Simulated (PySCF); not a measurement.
FSn (SMILES [F][Sn]), doublet, geometry from GFN2-xTB (such geometries of metal compounds can be far from the true shape) (the spin is typed, not shown lowest) (core potentials on Sn); BLYP/def2-SV(P) (PySCF).

PySCF was given this input:
```python
from pyscf import gto, scf, dft

mol = gto.M(
    atom='''
Sn   -0.000000   -0.000000   -0.313679
F     0.000000    0.000000    1.742662
''',
    basis='def2-sv(p)',
    ecp={'Sn': 'def2-sv(p)'},
    charge=0,
    spin=1,
    verbose=4,
    symmetry=True,
)

mf = dft.UKS(mol)
mf.xc = 'blyp'
mf.kernel()
mf.analyze()
```

Output, abridged:

```
PySCF version 2.14.0

[INPUT] verbose = 4
[INPUT] num. atoms = 2
[INPUT] num. electrons = 31
[INPUT] charge = 0
[INPUT] spin (= nelec alpha-beta = 2S) = 1
[INPUT] symmetry True subgroup None
[INPUT] Mole.unit = angstrom
[INPUT] Symbol           X                Y                Z      unit          X                Y                Z       unit  Magmom
[INPUT]  1 Sn     0.000000000000   0.000000000000  -0.313679000000 AA    0.000000000000   0.000000000000  -0.592767401027 Bohr   0.0
[INPUT]  2 F      0.000000000000   0.000000000000   1.742662000000 AA    0.000000000000   0.000000000000   3.293153907687 Bohr   0.0

nuclear repulsion = 50.9531676711985
point group symmetry = Coov
symmetry origin: [0.00000000e+00 0.00000000e+00 2.56234051e-07]
symmetry axis x: [1. 0. 0.]
symmetry axis y: [0. 1. 0.]
symmetry axis z: [0. 0. 1.]
num. orbitals of irrep A1 = 16
num. orbitals of irrep E1x = 9
num. orbitals of irrep E1y = 9
num. orbitals of irrep E2x = 3
num. orbitals of irrep E2y = 3
number of shells = 16
number of NR pGTOs = 85
number of NR cGTOs = 40
basis = def2-sv(p)
ecp = {'Sn': 'def2-sv(p)'}

******** <class 'pyscf.dft.uks_symm.SymAdaptedUKS'> ********
method = SymAdaptedUKS
initial guess = minao
damping factor = 0
level_shift factor = 0
DIIS = <class 'pyscf.scf.diis.CDIIS'>
diis_start_cycle = 1
diis_space = 8
diis_damp = 0
SCF conv_tol = 1e-09
SCF conv_tol_grad = None
SCF max_cycles = 50
direct_scf = True
direct_scf_tol = 1e-13
number electrons alpha = 16  beta = 15
XC library pyscf.dft.libxc version 7.1.2
    S. Lehtola, C. Steigemann, M. J. T. Oliveira, and M. A. L. Marques,  SoftwareX 7, 1–5 (2018)
XC functionals = blyp
    A. D. Becke,  Phys. Rev. A 38, 3098 (1988)
    C. Lee, W. Yang, and R. G. Parr,  Phys. Rev. B 37, 785 (1988)
    B. Miehlich, A. Savin, H. Stoll, and H. Preuss,  Chem. Phys. Lett. 157, 200 (1989)
radial grids:
    Treutler-Ahlrichs [JCP 102, 346 (1995); DOI:10.1063/1.469408] (M4) radial grids

becke partition: Becke, JCP 88, 2547 (1988); DOI:10.1063/1.454033
pruning grids: <function nwchem_prune>
grids dens level: 3
symmetrized grids: True
atomic radii adjust function: <function treutler_atomic_radii_adjust>
small_rho_cutoff = 0
Freeze 0 electrons in irreps []
    31 free electrons in irreps A1 E1x E1y E2x E2y
Set gradient conv threshold to 3.16228e-05
tot grids = 36224
init E= -291.618980248079

cycle= 1 E= -313.041190134672  delta_E= -21.4  |g|=  1.7  |ddm|= 4.91

cycle= 2 E= -312.745411925565  delta_E= 0.296  |g|= 1.89  |ddm|= 4.41

cycle= 3 E= -313.886881460379  delta_E= -1.14  |g|= 0.616  |ddm|= 2.15

cycle= 4 E= -313.93314113561  delta_E= -0.0463  |g|= 0.444  |ddm|= 0.647

cycle= 5 E= -314.009248317441  delta_E= -0.0761  |g|= 0.0929  |ddm|= 0.405

cycle= 6 E= -314.012551537117  delta_E= -0.0033  |g|= 0.0272  |ddm|= 0.0971

cycle= 7 E= -314.012890886736  delta_E= -0.000339  |g|= 0.0131  |ddm|= 0.0204

cycle= 8 E= -314.012889593638  delta_E= 1.29e-06  |g|= 0.0132  |ddm|= 0.000729

cycle= 9 E= -314.012896288923  delta_E= -6.7e-06  |g|= 0.0128  |ddm|= 0.00145

cycle= 10 E= -314.012873331439  delta_E= 2.3e-05  |g|= 0.0142  |ddm|= 0.00262

cycle= 11 E= -314.012890676343  delta_E= -1.73e-05  |g|= 0.0131  |ddm|= 0.00186

cycle= 12 E= -314.012907058672  delta_E= -1.64e-05  |g|= 0.0118  |ddm|= 0.00211

cycle= 13 E= -314.012894286125  delta_E= 1.28e-05  |g|= 0.0128  |ddm|= 0.00156

cycle= 14 E= -314.012878149941  delta_E= 1.61e-05  |g|= 0.0139  |ddm|= 0.00155

cycle= 15 E= -314.012882406525  delta_E= -4.26e-06  |g|= 0.0136  |ddm|= 0.000541

cycle= 16 E= -314.012881436666  delta_E= 9.7e-07  |g|= 0.0137  |ddm|= 0.000719

cycle= 17 E= -314.012898144856  delta_E= -1.67e-05  |g|= 0.0126  |ddm|= 0.00319

cycle= 18 E= -314.012871968043  delta_E= 2.62e-05  |g|= 0.0143  |ddm|= 0.00373

cycle= 19 E= -314.01287311909  delta_E= -1.15e-06  |g|= 0.0142  |ddm|= 0.000576

cycle= 20 E= -314.012874700457  delta_E= -1.58e-06  |g|= 0.0138  |ddm|= 0.00365

cycle= 21 E= -314.012870797511  delta_E= 3.9e-06  |g|= 0.0141  |ddm|= 0.000464

cycle= 22 E= -314.012877716714  delta_E= -6.92e-06  |g|= 0.014  |ddm|= 0.00253

cycle= 23 E= -314.012880413783  delta_E= -2.7e-06  |g|= 0.0138  |ddm|= 0.000315

cycle= 24 E= -314.01288221632  delta_E= -1.8e-06  |g|= 0.0137  |ddm|= 0.000248

cycle= 25 E= -314.012887473383  delta_E= -5.26e-06  |g|= 0.0134  |ddm|= 0.00112

cycle= 26 E= -314.012893458418  delta_E= -5.99e-06  |g|= 0.0128  |ddm|= 0.0009

cycle= 27 E= -314.012902877108  delta_E= -9.42e-06  |g|= 0.0121  |ddm|= 0.00176

cycle= 28 E= -314.012893353332  delta_E= 9.52e-06  |g|= 0.0129  |ddm|= 0.0016

cycle= 29 E= -314.012881048597  delta_E= 1.23e-05  |g|= 0.0136  |ddm|= 0.00226

cycle= 30 E= -314.012877010228  delta_E= 4.04e-06  |g|= 0.0137  |ddm|= 0.00119

cycle= 31 E= -314.012876798738  delta_E= 2.11e-07  |g|= 0.0139  |ddm|= 0.00106

cycle= 32 E= -314.012876912658  delta_E= -1.14e-07  |g|= 0.0138  |ddm|= 0.0003

cycle= 33 E= -314.012881847577  delta_E= -4.93e-06  |g|= 0.0136  |ddm|= 0.00076

cycle= 34 E= -314.012894056422  delta_E= -1.22e-05  |g|= 0.013  |ddm|= 0.00271

cycle= 35 E= -314.012881653032  delta_E= 1.24e-05  |g|= 0.0136  |ddm|= 0.002

cycle= 36 E= -314.012902018447  delta_E= -2.04e-05  |g|= 0.0121  |ddm|= 0.00264

cycle= 37 E= -314.012887397667  delta_E= 1.46e-05  |g|= 0.0131  |ddm|= 0.00313

cycle= 38 E= -314.012885900825  delta_E= 1.5e-06  |g|= 0.0132  |ddm|= 0.00114

cycle= 39 E= -314.012886408683  delta_E= -5.08e-07  |g|= 0.0131  |ddm|= 0.00194

cycle= 40 E= -314.012889111012  delta_E= -2.7e-06  |g|= 0.0132  |ddm|= 0.00322

cycle= 41 E= -314.012885158763  delta_E= 3.95e-06  |g|= 0.0135  |ddm|= 0.00059

cycle= 42 E= -314.012878030953  delta_E= 7.13e-06  |g|= 0.0139  |ddm|= 0.000667

cycle= 43 E= -314.01288261677  delta_E= -4.59e-06  |g|= 0.0136  |ddm|= 0.000866

cycle= 44 E= -314.012887225452  delta_E= -4.61e-06  |g|= 0.0132  |ddm|= 0.00142

cycle= 45 E= -314.012875079021  delta_E= 1.21e-05  |g|= 0.0141  |ddm|= 0.00234

cycle= 46 E= -314.012876911727  delta_E= -1.83e-06  |g|= 0.014  |ddm|= 0.00196

cycle= 47 E= -314.012883005359  delta_E= -6.09e-06  |g|= 0.0136  |ddm|= 0.00106

cycle= 48 E= -314.012882934468  delta_E= 7.09e-08  |g|= 0.0136  |ddm|= 0.00122

cycle= 49 E= -314.012867489715  delta_E= 1.54e-05  |g|= 0.0143  |ddm|= 0.00379

cycle= 50 E= -314.012871962488  delta_E= -4.47e-06  |g|= 0.0142  |ddm|= 0.0024
SCF not converged.
SCF energy = -314.012871962488 after 50 cycles  <S^2> = 0.75145556  2S+1 = 2.001455
**** SCF Summaries ****
Total Energy =                        -314.012871962487850
Nuclear Repulsion Energy =              50.953167671198507
One-electron Energy =                 -617.887609130800342
Two-electron Energy =                  252.921569497113978
Two-electron Coulomb Energy =          281.376615741871149
DFT Exchange-Correlation Energy =      -28.455046244757174
TODO: total wave-function symmetry for Coov
alpha occupancy for each irrep:     A1  E1x  E1y  E2x  E2y
                                     8    4    3    0    0
beta  occupancy for each irrep:     A1  E1x  E1y  E2x  E2y
                                     8    3    3    0    0
**** MO energy ****
alpha MO #1 (A1 #1), energy= -24.2192301274708 occ= 1
alpha MO #2 (A1 #2), energy= -4.91018818793026 occ= 1
alpha MO #3 (A1 #3), energy= -3.28672004708285 occ= 1
alpha MO #4 (E1x #1), energy= -3.28306202243674 occ= 1
alpha MO #5 (E1y #1), energy= -3.28306202243674 occ= 1
alpha MO #6 (A1 #4), energy= -0.97625027886648 occ= 1
alpha MO #7 (E2x #1), energy= -0.94945160970039 occ= 1
alpha MO #8 (E2y #1), energy= -0.94945160970039 occ= 1
alpha MO #9 (E1x #2), energy= -0.941636767251793 occ= 1
alpha MO #10 (E1y #2), energy= -0.941636767251793 occ= 1
alpha MO #11 (A1 #5), energy= -0.916531978461869 occ= 1
alpha MO #12 (A1 #6), energy= -0.413098139527648 occ= 1
alpha MO #13 (A1 #7), energy= -0.28555575794352 occ= 1
alpha MO #14 (E1x #3), energy= -0.280710452221953 occ= 1
alpha MO #15 (E1y #3), energy= -0.280710452221953 occ= 1
alpha MO #16 (E1x #4), energy= -0.130702509524602 occ= 1
alpha MO #17 (E1y #4), energy= -0.130702509524602 occ= 0
alpha MO #18 (A1 #8), energy= -0.0498009434062254 occ= 0
alpha MO #19 (A1 #9), energy= 0.115772563311715 occ= 0
alpha MO #20 (E1x #5), energy= 0.202946475241744 occ= 0
alpha MO #21 (E1y #5), energy= 0.202946475241744 occ= 0
alpha MO #22 (A1 #10), energy= 0.233172084064648 occ= 0
alpha MO #23 (E2x #2), energy= 0.293093560996313 occ= 0
alpha MO #24 (E2y #2), energy= 0.293093560996313 occ= 0
alpha MO #25 (E1x #6), energy= 0.327219864659035 occ= 0
alpha MO #26 (E1y #6), energy= 0.327219864659035 occ= 0
alpha MO #27 (A1 #11), energy= 0.429749056572149 occ= 0
alpha MO #28 (A1 #12), energy= 1.1831715112431 occ= 0
alpha MO #29 (E1x #7), energy= 1.19097993849614 occ= 0
alpha MO #30 (E1y #7), energy= 1.19097993849614 occ= 0
alpha MO #31 (A1 #13), energy= 1.54707373171851 occ= 0
alpha MO #32 (E2x #3), energy= 3.05560931282561 occ= 0
alpha MO #33 (E2y #3), energy= 3.05560931282561 occ= 0
alpha MO #34 (E1x #8), energy= 3.06361670597541 occ= 0
alpha MO #35 (E1y #8), energy= 3.06361670597541 occ= 0
alpha MO #36 (A1 #14), energy= 3.11873242553538 occ= 0
alpha MO #37 (E1x #9), energy= 14.2692723350416 occ= 0
alpha MO #38 (E1y #9), energy= 14.2692723350416 occ= 0
alpha MO #39 (A1 #15), energy= 14.716217551874 occ= 0
alpha MO #40 (A1 #16), energy= 51.3454578004466 occ= 0
beta  MO #1 (A1 #1), energy= -24.2177953430792 occ= 1
beta  MO #2 (A1 #2), energy= -4.90872860694334 occ= 1
beta  MO #3 (A1 #3), energy= -3.28620074474834 occ= 1
beta  MO #4 (E1x #1), energy= -3.27982333764701 occ= 1
beta  MO #5 (E1y #1), energy= -3.27982333764701 occ= 1
beta  MO #6 (A1 #4), energy= -0.974379693470951 occ= 1
beta  MO #7 (E2x #1), energy= -0.945622531337996 occ= 1
beta  MO #8 (E2y #1), energy= -0.945622531337996 occ= 1
beta  MO #9 (E1x #2), energy= -0.937894966472609 occ= 1
beta  MO #10 (E1y #2), energy= -0.937894966472609 occ= 1
beta  MO #11 (A1 #5), energy= -0.914142286133774 occ= 1
beta  MO #12 (A1 #6), energy= -0.400184139771589 occ= 1
beta  MO #13 (A1 #7), energy= -0.279694547938391 occ= 1
beta  MO #14 (E1x #3), energy= -0.272530104018915 occ= 1
beta  MO #15 (E1y #3), energy= -0.272530104018915 occ= 1
beta  MO #16 (E1x #4), energy= -0.0976752245959154 occ= 0
beta  MO #17 (E1y #4), energy= -0.0976752245959154 occ= 0
beta  MO #18 (A1 #8), energy= -0.0421660832905673 occ= 0
beta  MO #19 (A1 #9), energy= 0.124973179151567 occ= 0
beta  MO #20 (E1x #5), energy= 0.221970802602832 occ= 0
beta  MO #21 (E1y #5), energy= 0.221970802602832 occ= 0
beta  MO #22 (A1 #10), energy= 0.236091885149925 occ= 0
beta  MO #23 (E2x #2), energy= 0.318802075136142 occ= 0
beta  MO #24 (E2y #2), energy= 0.318802075136142 occ= 0
beta  MO #25 (E1x #6), energy= 0.352550947634231 occ= 0
beta  MO #26 (E1y #6), energy= 0.352550947634231 occ= 0
beta  MO #27 (A1 #11), energy= 0.441813629040361 occ= 0
beta  MO #28 (A1 #12), energy= 1.18415467553854 occ= 0
beta  MO #29 (E1x #7), energy= 1.19685275534118 occ= 0
beta  MO #30 (E1y #7), energy= 1.19685275534118 occ= 0
beta  MO #31 (A1 #13), energy= 1.54987223451154 occ= 0
beta  MO #32 (E2x #3), energy= 3.05924374401044 occ= 0
beta  MO #33 (E2y #3), energy= 3.05924374401044 occ= 0
beta  MO #34 (E1x #8), energy= 3.0678567008338 occ= 0
beta  MO #35 (E1y #8), energy= 3.0678567008338 occ= 0
beta  MO #36 (A1 #14), energy= 3.12014281403519 occ= 0
beta  MO #37 (E1x #9), energy= 14.2765861672596 occ= 0
beta  MO #38 (E1y #9), energy= 14.2765861672596 occ= 0
beta  MO #39 (A1 #15), energy= 14.7181457363581 occ= 0
beta  MO #40 (A1 #16), energy= 51.343637984561 occ= 0
In total            16.00000 | 15.00000
Dipole moment(X, Y, Z, Debye):  0.00000,  0.00000, -2.85149
```

Convergence was not reached.
